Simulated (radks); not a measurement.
Q: Pd IX, 38 electrons, occupied as [Kr] 4d1 7d1 (not the ground configuration). All-electron calculation, scalar-relativistic Kohn-Sham, PBE, spin-unpolarised, spherical densities, point nucleus. Program: a radial shooting solver on a logarithmic mesh with Libxc functionals. Some entries of the table are withheld. Estimate them.

| orbital | occ. | eigenvalue (Ry) | r(max) (bohr) | <1/r> (bohr^-1) |
|---|---|---|---|---|
| 1s | 2 | -1788.513 | 0.02066 | 48.24 |
| 2s | 2 | -271.7814 | 0.1168 | 10.94 |
| 2p | 6 | (1) | 0.09340 | 10.58 |
| 3s | 2 | (2) | 0.3414 | 3.836 |
| 3p | 6 | -50.08243 | (3) | 3.656 |
| 3d | 10 | (4) | 0.2815 | 3.433 |
| 4s | 2 | -17.47195 | (5) | (6) |
| 4p | 6 | -14.74389 | 0.8745 | 1.431 |
| 4d | 1 | -10.60640 | 0.9583 | 1.231 |
| 7d | 1 | -2.20568 | 6.080 | 0.2532 |

A: 
(1) 2p eigenvalue (Ry): -244.9489
(2) 3s eigenvalue (Ry): -58.90198
(3) 3p r(max) (bohr): 0.3345
(4) 3d eigenvalue (Ry): -36.11690
(5) 4s r(max) (bohr): 0.8308
(6) 4s <1/r> (bohr^-1): 1.547
